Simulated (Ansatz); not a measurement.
One change: `CN[SiH2]Cl` becomes `[SiH3]N[SiH2]Cl`.

Ansatz, PBE0-D4/def2-TZVP geometries, multiplicity 1. Each molecule was computed in one conformer, which needn't be the lowest.

| property | `CN[SiH2]Cl` |
| --- | --- |
| HOMO–LUMO gap (PBE/def2-TZVPP) / eV | 5.67 |
| HOMO energy (PBE0/def2-TZVPP) / eV | -7.34 |
| size of the dipole moment (PBE/def2-TZVPP) / D | 2.20 |
| HOMO–LUMO gap (B3LYP/def2-TZVPP) / eV | 7.39 |
| HOMO–LUMO gap (ωB97M-V/def2-TZVPP) / eV | 11.77 |
| HOMO energy (B3LYP/def2-TZVPP) / eV | -7.10 |

Problem. Give the same properties after the change, and the shifts. (Best estimate.)

Solution. Ansatz gave: 
| property | `[SiH3]N[SiH2]Cl` | shift |
| --- | --- | --- |
| HOMO–LUMO gap (PBE/def2-TZVPP) / eV | 5.74 | 0.07 |
| HOMO energy (PBE0/def2-TZVPP) / eV | -8.03 | -0.69 |
| size of the dipole moment (PBE/def2-TZVPP) / D | 1.76 | -0.44 |
| HOMO–LUMO gap (B3LYP/def2-TZVPP) / eV | 7.47 | 0.08 |
| HOMO–LUMO gap (ωB97M-V/def2-TZVPP) / eV | 11.82 | 0.05 |
| HOMO energy (B3LYP/def2-TZVPP) / eV | -7.79 | -0.69 |

With PBE0 the HOMO falls by 0.69 eV and the LUMO falls by 0.64 eV, so the gap widens by about 0.05 eV. PBE moves the HOMO by -0.71 eV and ωB97M-V by -0.65 eV. Dipoles are sizes alone; their direction can turn.

B3LYP here is the variant with VWN-RPA as its local correlation; programs differ in this.
